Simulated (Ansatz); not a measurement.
One change: `[SiH3]O[SiH2]BS` becomes `SB[SiH2][SeH]`.

Ansatz, PBE0-D4/def2-TZVP geometries, multiplicity 1. Each molecule was computed in one conformer, which needn't be the lowest.

Scalar relativity is left out up to krypton.

| property | `[SiH3]O[SiH2]BS` |
| --- | --- |
| size of the dipole moment (PBE/def2-TZVPP) / D | 0.59 |
| size of the dipole moment (ωB97M-V/def2-TZVPP) / D | 0.54 |
| HOMO energy (PBE/def2-TZVPP) / eV | -6.82 |
| LUMO energy (ωB97M-V/def2-TZVPP) / eV | 0.18 |
| HOMO–LUMO gap (PBE/def2-TZVPP) / eV | 4.11 |
| size of the dipole moment (B3LYP/def2-TZVPP) / D | 0.55 |

Q: Give the same properties after the change, and the shifts. (Estimate.)

A: The calculation gave: 
```tsv
property	`SB[SiH2][SeH]`	shift
size of the dipole moment (PBE/def2-TZVPP) / D	2.08	1.49
size of the dipole moment (ωB97M-V/def2-TZVPP) / D	2.19	1.65
HOMO energy (PBE/def2-TZVPP) / eV	-5.74	1.08
LUMO energy (ωB97M-V/def2-TZVPP) / eV	0.02	-0.16
HOMO–LUMO gap (PBE/def2-TZVPP) / eV	2.90	-1.21
size of the dipole moment (B3LYP/def2-TZVPP) / D	2.13	1.58
```

With PBE0 the HOMO rises by 1.18 eV and the LUMO falls by 0.14 eV, so the gap narrows by about 1.32 eV. PBE moves the HOMO by 1.08 eV and ωB97M-V by 1.17 eV. The zero-point energy changes by -58.1 kJ/mol with -9 modes. Dipoles are sizes alone; their direction can turn.

B3LYP here is the variant with VWN-RPA as its local correlation; programs differ in this.

Spin–orbit coupling is left out; it splits and shifts lone-pair levels of the heavy atoms by tenths of an eV.
